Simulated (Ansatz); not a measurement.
C$_{4}$H$_{9}$, charge -1, singlet, at a GFN2-xTB geometry (a gas-phase anion, which may not be bound at this level). Base run: B3LYP/3-21G (Ansatz, a quantum-chemistry and plane-wave program).

Here is a job for Ansatz.
Ansatz 0.2 input:
```yaml
crystal:
  periodic: [false, false, false]
  atoms:
    - {symbol: C, position_ang: [0.00360706, 0.07275878, 0.35852744]}
    - {symbol: H, position_ang: [0.01413019, -0.02455558, 1.49184561]}
    - {symbol: C, position_ang: [0.00197210, 1.48905250, -0.21294948]}
    - {symbol: H, position_ang: [-0.87836911, 2.02265113, 0.26479170]}
    - {symbol: H, position_ang: [0.89409793, 2.01789160, 0.24792523]}
    - {symbol: C, position_ang: [1.24251803, -0.68650164, -0.13018073]}
    - {symbol: H, position_ang: [1.27251834, -0.67330054, -1.21910898]}
    - {symbol: H, position_ang: [2.14853428, -0.20354655, 0.23586489]}
    - {symbol: H, position_ang: [1.24765967, -1.73021109, 0.20964392]}
    - {symbol: C, position_ang: [-1.24843893, -0.67981278, -0.10647724]}
    - {symbol: H, position_ang: [-1.29908454, -0.66639513, -1.19463808]}
    - {symbol: H, position_ang: [-1.25271749, -1.72349693, 0.23343705]}
    - {symbol: H, position_ang: [-2.14471882, -0.19201806, 0.27671870]}
basis:
  gaussian:
    orbitals: 3-21G.json
hamiltonian:
  xc: b3lyp
total_charge: -1
```
The basis file holds 3-21G in the JSON format of the Basis Set Exchange.

Variants of this job, named by their change:

```json
[
 {"change": "base", "E (Eh)": "-156.88329"},
 {"change": "functional = lc_wpbe", "E (Eh)": "-156.77722"},
 {"change": "functional = pbe0; dispersion = d3bjatm", "E (Eh)": "-156.68720"},
 {"change": "functional = wB97M-V", "E (Eh)": "-156.77679"},
 {"change": "functional = PBE-QIDH", "E (Eh)": "-156.52513"},
 {"change": "functional = wB97X", "E (Eh)": "-156.83292"},
 {"change": "functional = pbe0; dispersion = d3bj", "E (Eh)": "-156.68721"},
 {"change": "functional = b3lyp5", "E (Eh)": "-156.75984"},
 {"change": "functional = hse06", "E (Eh)": "-156.66975"},
 {"change": "functional = SVWN5", "E (Eh)": "-155.36768"},
 {"change": "functional = pbe0", "E (Eh)": "-156.67988"},
 {"change": "functional = BHLYP", "E (Eh)": "-156.76268"},
 {"change": "functional = B97M-V", "E (Eh)": "-156.89138"}
]
```

Absolute energies of different levels of theory aren't comparable as measures of quality.

A gas-phase anion may not be bound at this level; its values then depend on the basis.
